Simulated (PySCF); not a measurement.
C4H3FN3 (charge +1).
SMILES: `N#Cc1[nH]c[nH+]c1F`

All values: CAM-B3LYP/def2-SVPD (PySCF, non-relativistic), on one gas-phase PBE0-D3(BJ)/def2-SVP geometry that isn't relaxed in the solvent. The solvent is an IEF-PCM continuum (Bondi radii, 1.10 Å for H, scaled by 1.2), and excitations are vertical TDDFT with non-equilibrium linear response and a frozen core. The model holds no explicit solvent molecules, cavitation or dispersion.

| run | E − E(gas) (kcal/mol) | HOMO (eV) | HOMO–LUMO gap (eV) | lowest singlet (eV) | static polarisability (au) |
| --- | --- | --- | --- | --- | --- |
| gas | 0.00 | -14.25 | 8.61 | 5.79 | 59.7 |
| P | -72.81 | -9.81 | 8.91 | 6.00 | 78.5 |
| Q | -57.49 | -10.66 | 8.89 | 5.94 | 72.8 |

**Question.** The runs were made in acetonitrile and chloroform. Which run belongs to which solvent?

**Answer.** P = acetonitrile, Q = chloroform. The dielectric constants are 4.711 (chloroform), 35.69 (acetonitrile), and the energy falls further as ε rises. The optical constants n² used for the excitations are 2.09, 1.81 in the same order. In this model the ground state sees the solvent through ε alone.

**Question.** How constant is the ratio of the lowering to 1 − 1/ε?

**Answer.** 
```json
{"solvent": "chloroform", "1 − 1/ε": "0.788", "E − E(gas) (kcal/mol)": "-57.49", "ratio (kcal/mol)": "-73.0", "polarisation term (kcal/mol)": "-60.45"}
{"solvent": "acetonitrile", "1 − 1/ε": "0.972", "E − E(gas) (kcal/mol)": "-72.81", "ratio (kcal/mol)": "-74.9", "polarisation term (kcal/mol)": "-78.33"}
```

The ratio changes by +2.6 % in size from chloroform to acetonitrile. The polarisation term is half the interaction of the solute with the induced surface charges.
